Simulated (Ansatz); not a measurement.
`C/N=C/Br`. Total charge 0; spin multiplicity 1. The structure was optimised at the PBE0-D4/def2-TZVP level.

```xyz
8

C    -0.178    0.981   -0.498
N     0.545   -0.262   -0.375
C     0.204   -1.051    0.520
Br    1.086   -2.710    0.769
H    -0.604    1.041   -1.503
H     0.529    1.808   -0.400
H    -0.981    1.104    0.241
H    -0.601   -0.912    1.247
```

Question: What is the dipole moment at ωB97M-V/def2-TZVPP? (An estimate is asked.)

Answer: Computed: 2.49 D, with components (-1.73, 1.70, 0.59) D in this frame, pointing from negative to positive charge.

Question: And with PBE, r2SCAN, B3LYP? (An estimate is asked.)

Answer: Computed: PBE 2.35 D, r2SCAN 2.47 D, B3LYP 2.44 D.

Question: Give the Mulliken charges with ωB97M-V, PBE, r2SCAN in def2-TZVPP. (Estimate.)

Answer: Ansatz gave: 
```csv
atom,ωB97M-V,PBE,r2SCAN
C1,-0.19,-0.14,0.02
N2,-0.16,-0.11,-0.21
C3,-0.06,-0.06,0.02
Br4,-0.03,-0.04,-0.05
H5,0.13,0.11,0.07
H6,0.13,0.11,0.07
H7,0.08,0.06,0.02
H8,0.10,0.07,0.07
```

B3LYP here is the variant with VWN-RPA as its local correlation; programs differ in this.
